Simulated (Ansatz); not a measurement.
```yaml
crystal:
  periodic: [false, false, false]
  atoms:
    - {symbol: F, position_ang: [0.672212, 1.781090, 0.758269]}
    - {symbol: C, position_ang: [-0.228506, 0.779706, 0.633015]}
    - {symbol: In, position_ang: [0.538683, -0.754270, -0.717759]}
    - {symbol: F, position_ang: [-0.992338, -2.107352, -0.876169]}
    - {symbol: H, position_ang: [-1.127789, 1.100250, 0.088652]}
    - {symbol: H, position_ang: [-0.673882, 0.438921, 1.544667]}
    - {symbol: H, position_ang: [1.949524, -1.375920, -1.444676]}
basis:
  gaussian: {orbitals: ANO-RCC-VTZP, final_grid: {core_spheres: 1, valence_spheres: 1, degree: 3}}
hamiltonian: {xc: {name: r2SCAN}}
```

```sh
$ ansatz run in.yaml --threads 2 --pin off --events-out ev --progress --plain --max-ram 4352MiB
```

It prints (some lines left out):

```
Functional definition: r2SCAN
1436 factors; their error is unknown
mean field evaluation 1: about -166545.4535 eV, gradient 6.3e1 eV
mean field evaluation 2: about -166469.9280 eV, gradient 2.0e2 eV
mean field evaluation 4: about -166552.6588 eV, gradient 1.5e1 eV
mean field evaluation 8: about -166553.1136 eV, gradient 1.9e-1 eV
mean field evaluation 32: about -167278.1565 eV, gradient 2.7e0 eV
a density is far from that of the atoms, so the factors are made again for it
1976 factors; integrals over basis functions are off by at most 8.3e-5 eV
mean field -167278.01190705 eV, -6147.3535524753 hartree, gradient 7.4e-5 eV, S^2 0.000000; 0 other end points of the search recorded, 0 dependent functions left out
reference -167278.01191218 eV, -6147.3535526637 hartree; 38, 38 occupied and 162, 162 virtual orbitals, 1976 factors
Total energy: -167278.01191218 eV, -6147.3535526637 hartree
Relativity: scalar
```

**Question.** What is wrong with this run?

**Answer.** The integration grid is far too coarse. Self-consistency was reached. The result belongs to that input, not to the molecule as meant.
